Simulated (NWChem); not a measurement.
C2H2Cl, doublet; SMILES [CH]=CCl

```xyz
5

C     -0.2702     1.7239     0.0000
C      0.5034     0.6688     0.0000
Cl    -0.1110    -0.9694     0.0000
H     -1.3198     2.0072     0.0000
H      1.5971     0.7125     0.0000
```
Atoms are numbered in this order, from 1.

All runs: NWChem. Spin-unrestricted. Spin-contaminated determinants: UHF/aug-cc-pVTZ-J (<S²> = 0.98). In the optimisation the excess spin sits in a' (Cs, its own frame). All runs use the structure optimised with PBE0/def2-SVP, spin-unrestricted. No stability test was run on the SCF state. Fermi-contact couplings, non-relativistic, static geometry.

```tsv
level	A(iso) 13C atom 1 (MHz)	A(iso) 13C atom 2 (MHz)	A(iso) 35Cl atom 3 (MHz)	A(iso) 1H atom 4 (MHz)	A(iso) 1H atom 5 (MHz)	<S²>
UHF/aug-cc-pVTZ-J	481	-123	23.3	-74.1	120	0.976
BHandHLYP/IGLO-III	(withheld)	(withheld)	(withheld)	(withheld)	(withheld)	(withheld)
PBE0/IGLO-III	298	33	30.4	11.1	64	0.767
```

Question: Fill in the missing entries.

Answer: 
- BHandHLYP/IGLO-III, A(iso) 13C atom 1 (MHz): 337
- BHandHLYP/IGLO-III, A(iso) 13C atom 2 (MHz): 17
- BHandHLYP/IGLO-III, A(iso) 35Cl atom 3 (MHz): 28.8
- BHandHLYP/IGLO-III, A(iso) 1H atom 4 (MHz): 14.6
- BHandHLYP/IGLO-III, A(iso) 1H atom 5 (MHz): 69
- BHandHLYP/IGLO-III, <S²>: 0.772
